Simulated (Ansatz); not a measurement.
`CC#C[SiH2]Cl` + CH₄ → `CC#C[SiH2]C` + HCl  (formal exchange of groups at the Si–Cl bond)

Program: Ansatz. Geometries: PBE0-D4/def2-TZVP. ΔE: electronic, gas phase. CCSD(T)/CBS adds triple-zeta CCSD(T) − MP2 to the extrapolated MP2 energy (def2 sets, frozen cores). This one scheme is used for every species. DFT in def2-TZVPP. B3LYP here is the variant with VWN-RPA as its local correlation; programs differ in this.

`CC#C[SiH2]Cl`:

```xyz
10

C    -1.466   -1.706    0.114
C    -0.547   -0.595    0.011
C     0.224    0.333   -0.072
Si    1.372    1.719   -0.200
Cl    2.874    1.520    1.189
H    -2.382   -1.406    0.628
H    -1.014   -2.528    0.675
H    -1.736   -2.078   -0.877
H     2.001    1.745   -1.539
H     0.674    2.995    0.073
```

CH₄:

Cartesian coordinates in Å:
```
C 0.000 0.000 0.000
H 0.655 -0.775 -0.397
H 0.480 0.972 -0.110
H -0.193 -0.192 1.055
H -0.942 -0.004 -0.548
```

`CC#C[SiH2]C`:

Cartesian coordinates in Å:
```
C 0.868 2.648 1.070
C 0.354 1.326 0.781
C -0.077 0.221 0.543
Si -0.719 -1.439 0.166
C -0.348 -1.905 -1.604
H 0.126 3.245 1.605
H 1.127 3.176 0.148
H 1.767 2.589 1.690
H -0.094 -2.415 1.099
H -2.188 -1.447 0.406
H -0.808 -1.193 -2.293
H -0.736 -2.901 -1.828
H 0.729 -1.906 -1.783
```

HCl:

```xyz
2

Cl   -0.399   -0.093   -0.491
H     0.399    0.093    0.491
```

Question: Is it downhill or uphill in electronic energy at CCSD(T)/CBS, and by how much? (Estimate.)

Answer: Computed: Uphill: ΔE = +100.6 kJ/mol.

Question: What do these levels give: r2SCAN-D4, B3LYP-D4, B2PLYP, PBE, B3LYP, CCSD(T)/def2-TZVPP? (Estimate.)

Answer: The calculation gave: r2SCAN-D4 103.9, B3LYP-D4 103.1, B2PLYP 104.1, PBE 99.2, B3LYP 104.0, CCSD(T)/def2-TZVPP 97.3 kJ/mol.

Largest T1 diagnostic among the species: 0.011.

In def2-TZVPP, CCSD(T) changes the Hartree–Fock value by −12.7 kJ/mol (the triples alone add −0.4 kJ/mol) and MP2 by −7.2 kJ/mol.
